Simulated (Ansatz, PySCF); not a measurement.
Reaction 3 R1 + R2 → P1 + 2 P2 + P3, each structure at its B3LYP-D3(BJ)/def2-TZVP stationary point, reached from a drawn start (curvature not checked).
P1: CH4 (SMILES C), charge 0, multiplicity 1.
R1: H2 (SMILES [H][H]), charge 0, multiplicity 1.
P2, HF (SMILES F) (charge 0, multiplicity 1, Z-matrix in Å and degrees):
```
F
H 1 0.9245
```
P3: SiH4 (SMILES [SiH4]), charge 0, multiplicity 1.
R2: CH4F2Si (SMILES C[SiH](F)F), charge 0, multiplicity 1.

P less R. No zero-point or thermal terms.

Cores are frozen in the correlated methods.

The values were computed with Ansatz (an electronic-structure program); PySCF for the D3/D4 terms. All values are computed, each at the level named.

Task: What reaction energy does PBE-D4/def2-TZVPP give?

Result: 51.8 kcal/mol

Task: Estimate the reaction energy that wB97M-V/def2-TZVPP returns for this input.

Result: 55.7 kcal/mol

Task: What reaction energy does B2PLYP-D3(BJ)/def2-TZVPP give?

Result: 55.3 kcal/mol
